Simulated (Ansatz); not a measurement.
Relaxation of Mo3P3 with UKS PBE0-D4/def2-SVP.

```sh
$ ansatz run in.yaml --threads 4 --pin off --events-out ev --progress --plain --max-ram 4787MiB
```

```yaml
crystal:
  periodic: [false, false, false]
  atoms:
    - {symbol: Mo, position_ang: [0.610890, 0.553380, 1.756980]}
    - {symbol: Mo, position_ang: [0.118790, -0.289060, -0.579200]}
    - {symbol: Mo, position_ang: [-1.136750, 1.682990, 0.399970]}
    - {symbol: P, position_ang: [-1.140690, -2.161580, -1.588910]}
    - {symbol: P, position_ang: [0.795620, 2.855470, 1.186670]}
    - {symbol: P, position_ang: [0.752130, -2.641210, -1.175520]}
basis:
  gaussian: {orbitals: def2-SVP}
magnetization: {spin_polarized: true, initial_magnetization: 1}
hamiltonian: {xc: pbe0, dispersion: d4}
scf: {lower_state_search: "off"}
output: {orbitals: {seedname: orbitals}}
relax: {f_tol: 0.02, max_steps: 100}
```

Hardware: 4 threads of AMD EPYC 7R43 on a shared host. Wall time 9.9 min, peak host memory 0.81 GiB.

Positions (Å) and forces (eV/Å) at steps 1, 2, 3, 4, 5, 6, 7, 8, 9, 10, 11, 12, 13, 14, 15, 16, 17, 18, 19, 20, 21, 22, 23, 24, 25, 26, 28 of 28:

```xyz
6
step=1 energy=-33410.5293 eV
Mo    0.611    0.553    1.757   -0.151    0.409   -0.364
Mo    0.119   -0.289   -0.579   -0.113    0.545    0.069
Mo   -1.137    1.683    0.400    1.109    0.498    0.346
P    -1.141   -2.162   -1.589   -0.284    0.288    0.266
P     0.796    2.855    1.187   -1.068   -1.603   -0.405
P     0.752   -2.641   -1.176    0.506   -0.136    0.088
6
step=2 energy=-33410.8861 eV
Mo    0.568    0.468    1.733   -0.241   -0.513   -0.349
Mo    0.145   -0.178   -0.626   -0.253    0.296   -0.031
Mo   -1.134    1.684    0.390    0.056    0.020    0.036
P    -1.136   -2.084   -1.472    0.149    0.324    0.359
P     0.767    2.679    1.104    0.056   -0.178   -0.189
P     0.791   -2.570   -1.128    0.234    0.050    0.173
6
step=3 energy=-33411.1915 eV
Mo    0.495    0.318    1.632   -0.192   -0.613   -0.649
Mo    0.113   -0.048   -0.707   -0.156    0.034    0.267
Mo   -1.161    1.703    0.400   -0.457   -0.025   -0.048
P    -1.100   -2.019   -1.341    0.165    0.089    0.117
P     0.802    2.527    1.046    0.562    0.182    0.001
P     0.851   -2.481   -1.030    0.078    0.334    0.311
6
step=4 energy=-33411.4348 eV
Mo    0.447    0.197    1.487    0.061   -0.514    0.019
Mo    0.066    0.015   -0.700   -0.106    0.393   -0.333
Mo   -1.197    1.744    0.418   -0.195    0.212    0.042
P    -1.064   -1.994   -1.282    0.093   -0.337   -0.022
P     0.851    2.445    1.018    0.205   -0.091   -0.069
P     0.897   -2.407   -0.941   -0.058    0.337    0.363
6
step=5 energy=-33411.6776 eV
Mo    0.429    0.050    1.365   -0.154    0.101   -0.526
Mo   -0.024    0.116   -0.782   -0.147    0.244   -0.056
Mo   -1.229    1.814    0.448    0.541   -0.296    0.243
P    -1.024   -2.008   -1.237    0.014   -0.261   -0.147
P     0.904    2.331    1.001   -0.137   -0.264   -0.020
P     0.944   -2.303   -0.794   -0.118    0.477    0.505
6
step=6 energy=-33411.9379 eV
Mo    0.414   -0.016    1.238    0.424   -0.061   -0.291
Mo   -0.096    0.182   -0.869   -0.159   -0.077   -0.165
Mo   -1.206    1.790    0.505   -0.054    0.117    0.079
P    -1.003   -2.026   -1.250    0.146   -0.067   -0.198
P     0.943    2.275    1.003   -0.082   -0.250    0.094
P     0.949   -2.204   -0.626   -0.275    0.337    0.481
6
step=7 energy=-33412.2191 eV
Mo    0.508   -0.069    1.128   -0.284   -0.204   -0.865
Mo   -0.158    0.218   -0.929   -0.203   -0.121    0.170
Mo   -1.212    1.780    0.539    0.336   -0.467    0.125
P    -0.989   -2.036   -1.314    0.439    0.320    0.103
P     0.943    2.243    1.024    0.069    0.040   -0.012
P     0.909   -2.136   -0.448   -0.356    0.431    0.479
6
step=8 energy=-33412.2789 eV
Mo    0.534   -0.138    0.988   -0.343    1.004    0.864
Mo   -0.215    0.252   -0.985   -0.019   -0.217   -0.351
Mo   -1.198    1.726    0.586    0.351   -0.188    0.164
P    -0.960   -2.001   -1.340    0.170    0.112    0.112
P     0.959    2.217    1.023   -0.128    0.179   -0.024
P     0.880   -2.055   -0.272   -0.031   -0.889   -0.766
6
step=9 energy=-33412.3970 eV
Mo    0.510   -0.077    1.034   -0.261    0.504   -0.395
Mo   -0.200    0.225   -1.007    0.263   -0.469    0.256
Mo   -1.172    1.689    0.609    0.066   -0.172    0.194
P    -0.956   -2.013   -1.358   -0.075    0.243   -0.056
P     0.962    2.266    1.027   -0.022    0.017    0.019
P     0.856   -2.091   -0.305    0.029   -0.123   -0.019
6
step=10 energy=-33412.4988 eV
Mo    0.554    0.008    1.035   -0.376    0.180    0.333
Mo   -0.108    0.175   -1.038   -0.257   -0.074   -0.334
Mo   -1.163    1.580    0.650    0.587   -0.506    0.084
P    -0.995   -1.978   -1.390    0.200    0.133    0.013
P     0.928    2.351    1.037   -0.003    0.151   -0.086
P     0.783   -2.135   -0.294   -0.150    0.116   -0.010
6
step=11 energy=-33412.4898 eV rejected
Mo    0.560    0.113    1.065    1.850   -1.470    1.443
Mo   -0.046    0.112   -1.101   -0.117    0.245   -1.143
Mo   -1.106    1.412    0.721   -1.223    1.185   -0.137
P    -1.014   -1.945   -1.456    0.109   -0.162    0.018
P     0.918    2.460    1.029   -0.324   -0.290   -0.297
P     0.689   -2.151   -0.259   -0.295    0.492    0.116
6
step=12 energy=-33412.5826 eV
Mo    0.558    0.034    1.069   -0.035    0.218    0.303
Mo   -0.080    0.159   -1.068   -0.097   -0.154   -0.195
Mo   -1.142    1.498    0.686    0.245   -0.264    0.095
P    -0.998   -1.953   -1.422    0.121    0.071   -0.101
P     0.923    2.383    1.004   -0.034   -0.025   -0.108
P     0.739   -2.121   -0.269   -0.200    0.153    0.005
6
step=13 energy=-33412.6560 eV
Mo    0.580    0.076    1.122    0.295   -0.294    0.501
Mo   -0.056    0.130   -1.085    0.256    0.088   -0.547
Mo   -1.124    1.414    0.732   -0.214    0.172    0.329
P    -0.994   -1.935   -1.485    0.027   -0.120   -0.050
P     0.918    2.416    0.957   -0.143   -0.149   -0.300
P     0.675   -2.102   -0.241   -0.220    0.302    0.068
6
step=14 energy=-33412.8858 eV
Mo    0.598    0.100    1.210    0.469   -0.565    0.889
Mo    0.019    0.122   -1.114    0.284    0.189   -0.528
Mo   -1.126    1.299    0.822    0.005    0.187    0.162
P    -0.990   -1.883   -1.553   -0.138   -0.161   -0.174
P     0.902    2.423    0.833   -0.430   -0.420   -0.507
P     0.597   -2.061   -0.198   -0.190    0.770    0.158
6
step=15 energy=-33412.9596 eV
Mo    0.633    0.124    1.340    1.457   -1.502    0.069
Mo    0.117    0.117   -1.148   -0.057    0.594    0.863
Mo   -1.121    1.134    0.927   -0.452    1.506   -1.009
P    -0.991   -1.802   -1.640   -0.176   -0.004    0.071
P     0.869    2.413    0.656   -1.088   -1.099   -0.206
P     0.493   -1.986   -0.135    0.315    0.505    0.213
6
step=16 energy=-33413.2637 eV
Mo    0.645    0.026    1.389   -0.559    0.593   -0.177
Mo    0.135    0.211   -1.061    0.113   -0.228    0.010
Mo   -1.151    1.119    0.888    0.955    0.055    0.045
P    -0.985   -1.725   -1.608   -0.153    0.199    0.048
P     0.838    2.288    0.506   -0.591   -0.726    0.141
P     0.520   -1.919   -0.114    0.234    0.107   -0.066
6
step=17 energy=-33413.3192 eV
Mo    0.585    0.021    1.418    0.008    0.211    0.089
Mo    0.138    0.211   -1.074    0.104   -0.226   -0.197
Mo   -1.155    1.143    0.874    0.226   -0.064   -0.082
P    -1.025   -1.715   -1.570    0.201    0.221    0.355
P     0.849    2.223    0.498   -0.280   -0.220    0.109
P     0.609   -1.883   -0.146   -0.259    0.079   -0.275
6
step=18 energy=-33413.3655 eV
Mo    0.580    0.017    1.432    0.248   -0.141    0.273
Mo    0.192    0.216   -1.098   -0.031   -0.044   -0.356
Mo   -1.156    1.093    0.831   -0.192   -0.021   -0.227
P    -1.070   -1.662   -1.511    0.227    0.235    0.395
P     0.824    2.200    0.498   -0.053    0.007    0.074
P     0.630   -1.864   -0.153   -0.200   -0.036   -0.159
6
step=19 energy=-33413.4926 eV
Mo    0.581    0.001    1.461    0.103   -0.305    0.175
Mo    0.287    0.236   -1.157   -0.227    0.245   -0.168
Mo   -1.158    0.981    0.715   -0.435   -0.311   -0.394
P    -1.155   -1.553   -1.372    0.316    0.302    0.492
P     0.780    2.164    0.514    0.349    0.245   -0.054
P     0.665   -1.829   -0.162   -0.106   -0.175   -0.052
6
step=20 energy=-33413.6058 eV
Mo    0.572   -0.024    1.488   -0.085   -0.145   -0.206
Mo    0.362    0.266   -1.208   -0.237    0.398    0.291
Mo   -1.160    0.871    0.592   -0.614   -0.645   -0.374
P    -1.223   -1.444   -1.225    0.466    0.271    0.516
P     0.748    2.125    0.525    0.688    0.495   -0.129
P     0.702   -1.794   -0.172   -0.218   -0.375   -0.098
6
step=21 energy=-33413.7720 eV
Mo    0.564   -0.055    1.435   -0.243    0.388    0.222
Mo    0.429    0.314   -1.190    0.347    0.113    0.014
Mo   -1.197    0.771    0.476   -0.426   -0.267    0.404
P    -1.242   -1.338   -1.062   -0.056   -0.065   -0.045
P     0.736    2.136    0.532    0.346    0.120   -0.244
P     0.710   -1.829   -0.192    0.032   -0.289   -0.351
6
step=22 energy=-33413.8103 eV
Mo    0.540   -0.042    1.466   -0.135    0.291   -0.452
Mo    0.451    0.335   -1.163    0.346   -0.090   -0.008
Mo   -1.234    0.732    0.490    0.084   -0.071    0.326
P    -1.243   -1.312   -1.049   -0.148   -0.162   -0.069
P     0.762    2.123    0.480   -0.055    0.036    0.179
P     0.724   -1.837   -0.224   -0.092   -0.004    0.023
6
step=23 energy=-33413.8365 eV
Mo    0.560   -0.019    1.431   -0.082    0.027    0.050
Mo    0.489    0.326   -1.139    0.198   -0.161   -0.178
Mo   -1.243    0.712    0.513    0.110    0.008    0.170
P    -1.248   -1.305   -1.062   -0.139    0.130   -0.028
P     0.746    2.155    0.480   -0.181   -0.028   -0.014
P     0.696   -1.868   -0.223    0.094    0.024   -0.001
6
step=24 energy=-33413.8182 eV rejected
Mo    0.655    0.006    1.437   -0.383    0.006   -0.325
Mo    0.610    0.276   -1.129   -0.117   -0.044    0.367
Mo   -1.221    0.627    0.593    0.167    0.181    0.048
P    -1.252   -1.187   -1.129   -0.109   -0.074    0.061
P     0.608    2.175    0.415    0.110    0.223    0.013
P     0.600   -1.897   -0.187    0.332   -0.292   -0.164
6
step=25 energy=-33413.8597 eV
Mo    0.584   -0.018    1.413    0.103    0.010    0.138
Mo    0.559    0.300   -1.127   -0.002   -0.210    0.043
Mo   -1.237    0.690    0.550   -0.116    0.077    0.041
P    -1.257   -1.244   -1.069    0.061   -0.003   -0.061
P     0.677    2.174    0.451   -0.012    0.100   -0.021
P     0.675   -1.902   -0.219   -0.034    0.025   -0.140
6
step=26 energy=-33413.8666 eV
Mo    0.604   -0.008    1.408    0.020   -0.039   -0.003
Mo    0.594    0.276   -1.109   -0.041   -0.061    0.041
Mo   -1.239    0.685    0.576   -0.023    0.011   -0.010
P    -1.256   -1.217   -1.082    0.065    0.025    0.011
P     0.640    2.192    0.434    0.000    0.020   -0.018
P     0.657   -1.928   -0.227   -0.022    0.043   -0.021
6
step=28 energy=-33413.8670 eV
Mo    0.606   -0.010    1.406    0.002    0.000    0.001
Mo    0.597    0.273   -1.105   -0.001    0.004    0.005
Mo   -1.240    0.685    0.579   -0.002    0.001   -0.002
P    -1.253   -1.212   -1.082    0.001   -0.001    0.001
P     0.635    2.195    0.430    0.000   -0.002   -0.002
P     0.655   -1.930   -0.228   -0.001   -0.002   -0.002
```

In the def2 sets Mo takes a core potential; there is no spin–orbit coupling. The structure comes from a short search, and lower isomers may exist.
